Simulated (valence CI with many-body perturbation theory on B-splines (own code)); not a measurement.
Nb²⁸⁺: what the settings do

Calculated by relativistic CI+MBPT: three valence electrons over a frozen Dirac-Fock core [Ne], a basis of 6 s, 6 p, 5 d, 3 f, 1 g functions for each j, with the one-electron correlation potential Σ1, the two-electron term Σ2, the three-electron term Σ3, Breit, model QED; selected CI, second order for the rest, scaled by the run's own slope (own B-spline code, finite nucleus).

The last digits are not significant, and no measured levels were compared; by estimate large intervals hold to a few tenths of a per cent, small ones and those within an open d or f shell to about a per cent.

The reference run has the lowest level 3s²3p ²P°_1/2 and an ionisation energy of 1501.45 eV. Its largest variational space holds 2878 state functions.

Names give the largest LS component (configuration and term), which can be under half, so a name can repeat, a term be missing and a line seem to break the LS rules; names also repeat where a configuration has a term twice.

Changed runs:
A. Breit term on → off; QED terms on → off
B. averaging of valence orbitals over low configurations on → off
C. hole-hole ladder in Σ2 on → off; scale of Σ1 1 → 0.9
D. scale of Σ2 1 → 3 (bad on purpose)

Excitation energies of the reference run in cm⁻¹, and shifts in cm⁻¹:

```tsv
Level	Reference	A	B	C	D
3s²3p ²P°_3/2	181961	+2958	+0.5	-39	+348
3s3p² ⁴P_1/2	517821	+1042	+4.9	+109	+2067
3s3p² ⁴P_3/2	629642	+3366	+7.1	+56	+3303
3s3p² ⁴P_5/2	682154	+4393	+6.9	+79	+2470
3s3p² ²D_3/2	772682	+4067	+11	+140	+157
3s3p² ²P_1/2	848294	+3002	-0.5	+177	-7158
3s3p² ²D_5/2	855222	+6481	+12	+74	+2212
3s3p² ²P_3/2	1024040	+5550	+18	+89	-7852
3s3p² ²S_1/2	1031030	+5835	-3.9	+159	-4374
3s²3d ²D_3/2	1091150	+5845	+24	+16	-8782
3s²3d ²D_5/2	1105740	+6924	+39	-61	-8010
3p³ ²D°_3/2	1339220	+4600	+15	+312	-2530
Ionisation energy (eV)	1501.45	+1.06	-0.0005	-0.11	-0.36
```
